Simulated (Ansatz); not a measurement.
Single points on K₃Na⁺.

```yaml
crystal:
  periodic: [false, false, false]
  atoms:
    - {symbol: Na, position_ang: [0.641875, 0.148851, 0.163160]}
    - {symbol: K, position_ang: [-1.977745, 0.269891, -2.846515]}
    - {symbol: K, position_ang: [-2.973634, -1.156530, 1.171605]}
    - {symbol: K, position_ang: [4.309494, 0.737787, 1.511741]}
basis:
  gaussian: {orbitals: def2-TZVPP, initial_orbitals: start.molden}
total_charge: 1
magnetization: {spin_polarized: true, initial_magnetization: 1}
correlation: {method: ccsd_t}
scf: {omitted_lower_state_checks: [starts, cluster_reference]}
output: {orbitals: {seedname: orbitals}}
```

The file start.molden holds the orbitals of an earlier run on this structure, at another level or in another basis.

```sh
$ ansatz run in.yaml --threads 2 --pin off --events-out ev --progress --plain --max-ram 4352MiB
```

It prints (some lines left out):

```
Functional definition: HF
1259 factors; integrals over basis functions are off by at most 2.5e-4 eV
mean field evaluation 1: about -53312.5941 eV, gradient 1.5e1 eV
mean field evaluation 2: about -53312.8933 eV, gradient 5.8e-1 eV
mean field evaluation 4: about -53312.9416 eV, gradient 2.7e-1 eV
mean field evaluation 8: about -53312.9496 eV, gradient 1.7e-3 eV
mean field -53312.94961781 eV, -1959.2147616393 hartree, gradient 1.8e-6 eV, S^2 1.083881; 0 other end points of the search recorded, 0 dependent functions left out
16 core orbitals not correlated: weight in the atoms' cores, before any rotation towards them, 1.000 or more for the frozen orbitals, at most 0.000 for the correlated occupied ones
reference -53312.94961781 eV, -1959.2147616393 hartree; 18, 17 occupied and 97, 98 virtual orbitals, 1259 factors
second order -17.69812498 eV of doubles, -0.00000000 eV of singles
cycle   1  -18.65820217 eV  change   -9.6e-1 eV  update   9.3e-2
cycle   2  -18.98468547 eV  change   -3.3e-1 eV  update   5.5e-2
cycle   3  -19.03052510 eV  change   -4.6e-2 eV  update   3.5e-2
cycle   4  -19.01656288 eV  change    1.4e-2 eV  update   1.9e-2
cycle   5  -19.03384657 eV  change   -1.7e-2 eV  update   8.6e-3
cycle   6  -19.04116658 eV  change   -7.3e-3 eV  update   4.0e-3
cycle   7  -19.04168575 eV  change   -5.2e-4 eV  update   2.1e-3
cycle   8  -19.04129375 eV  change    3.9e-4 eV  update   1.1e-3
cycle   9  -19.04131035 eV  change   -1.7e-5 eV  update   6.4e-4
cycle  10  -19.04148786 eV  change   -1.8e-4 eV  update   4.1e-4
cycle  11  -19.04159667 eV  change   -1.1e-4 eV  update   2.4e-4
cycle  12  -19.04146322 eV  change    1.3e-4 eV  update   1.5e-4
cycle  13  -19.04145015 eV  change    1.3e-5 eV  update   9.6e-5
cycle  14  -19.04142519 eV  change    2.5e-5 eV  update   5.3e-5
cycle  15  -19.04143039 eV  change   -5.2e-6 eV  update   2.5e-5
perturbative correction -0.28833589 eV, -0.0105961486 hartree
Total energy: -53332.27938409 eV, -1959.9251174478 hartree
Checks for a lower state left out: starts, cluster_reference
```

Hardware: 2 threads of Arm Neoverse V2 on a shared host. Wall time 1.8 min, peak host memory 1.9 GiB.

First input, but with `gaussian: {orbitals: def2-TZVP, initial_orbitals: start.molden}`, `hamiltonian: {xc: lda}`, `scf: {omitted_lower_state_checks: [starts]}` and without the key `correlation` (abridged; 2.7 s):

```
Functional definition: SPW92
mean field -53221.97474017 eV, -1955.8714965511 hartree, gradient 2.6e-5 eV, S^2 0.756313
Total energy: -53221.97478589 eV, -1955.8714982314 hartree
Checks for a lower state left out: starts
```

The first input with `gaussian: {orbitals: def2-TZVP, initial_orbitals: start.molden}`, `hamiltonian: {xc: {name: CAM-B3LYP}}`, `scf: {omitted_lower_state_checks: [starts]}` and without the key `correlation` (abridged; 8.5 s):

```
Functional definition: CAM-B3LYP
mean field -53388.08904789 eV, -1961.9760847635 hartree, gradient 2.6e-5 eV, S^2 0.807284
Total energy: -53388.08917988 eV, -1961.9760896140 hartree
Checks for a lower state left out: starts
```

First input, but with `gaussian: {orbitals: def2-TZVP, initial_orbitals: start.molden}`, `hamiltonian: {xc: pbe0}`, `scf: {omitted_lower_state_checks: [starts]}` and without the key `correlation` (abridged; 9 s):

```
Functional definition: PBE0
mean field -53370.14808061 eV, -1961.3167663767 hartree, gradient 3.1e-5 eV, S^2 0.798903
Total energy: -53370.14812819 eV, -1961.3167681253 hartree
Checks for a lower state left out: starts
```

The first input with `gaussian: {orbitals: def2-TZVP, initial_orbitals: start.molden}`, `hamiltonian: {xc: r2scan}`, `scf: {omitted_lower_state_checks: [starts]}` and without the key `correlation` (abridged; 17 s):

```
Functional definition: r2SCAN
mean field -53382.78123702 eV, -1961.7810263118 hartree, gradient 1.2e-5 eV, S^2 0.866861
Total energy: -53382.78129537 eV, -1961.7810284560 hartree
Checks for a lower state left out: starts
```

The first input with `gaussian: {orbitals: def2-TZVP, initial_orbitals: start.molden}`, `hamiltonian: {xc: pbe}`, `scf: {omitted_lower_state_checks: [starts]}`, `output: {forces: true, orbitals: {seedname: orbitals}}` and without the key `correlation` (abridged; 6 s):

```
Functional definition: PBE
mean field -53365.86822498 eV, -1961.1594845834 hartree, gradient 1.2e-5 eV, S^2 0.770464
Total energy: -53365.86828470 eV, -1961.1594867782 hartree
Atom 0 force     0.001500    -0.000546     0.000927 eV/Å
Atom 1 force     0.003050    -0.002150     0.011065 eV/Å
Atom 2 force     0.008362     0.004623    -0.007525 eV/Å
Atom 3 force    -0.012911    -0.001927    -0.004466 eV/Å
Dipole moment:     0.174202     0.016820     0.079639 e Å
Checks for a lower state left out: starts
```

Geometry: PBE0/def2-TZVP.

Correlated methods freeze 16 core orbitals; core or outer-core shells of Na, K are correlated, in sets that lack core-valence functions. At CCSD(T)/def2-TZVPP the charge 1 doublet is spin-contaminated (final ⟨S²⟩ up to 1.08, 0.75 for a pure state). The structure comes from a short search, and lower isomers may exist.
